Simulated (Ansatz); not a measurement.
C2H4FNOSi can be A, `O[SiH]1C=C(F)N1`, or B, `OC1(F)C=N[SiH2]1`.

Isolated molecules relaxed with PBE0-D4/def2-TZVP in Ansatz; ΔE leaves out vibrations. CBS: MP2 limit from def2 TZ/QZ plus the TZ coupled-cluster correction, frozen cores. DFT in def2-TZVPP. Each species was taken in one conformer, which may not be the lowest.

Which isomer does CCSD(T)/CBS put lower? Give the gap. (Best estimate.)

Computed: A, by 53.7 kcal/mol.

Give E(B) − E(A) in kcal/mol with CCSD(T)/def2-TZVPP, PBE-D4, PBE0-D4, MP2/def2-TZVPP, ωB97M-V, B2PLYP, HF/def2-TZVPP. (An estimate is asked.)

The calculation gave: CCSD(T)/def2-TZVPP 52.5, PBE-D4 51.7, PBE0-D4 54.0, MP2/def2-TZVPP 56.8, ωB97M-V 53.3, B2PLYP 53.8, HF/def2-TZVPP 52.5. None reverses the order clearly.

Largest T1 diagnostic: 0.013.

From PBE to PBE0 (25 % exact exchange), in def2-TZVPP and without D4, E(B) − E(A) moves by +2.2 kcal/mol.
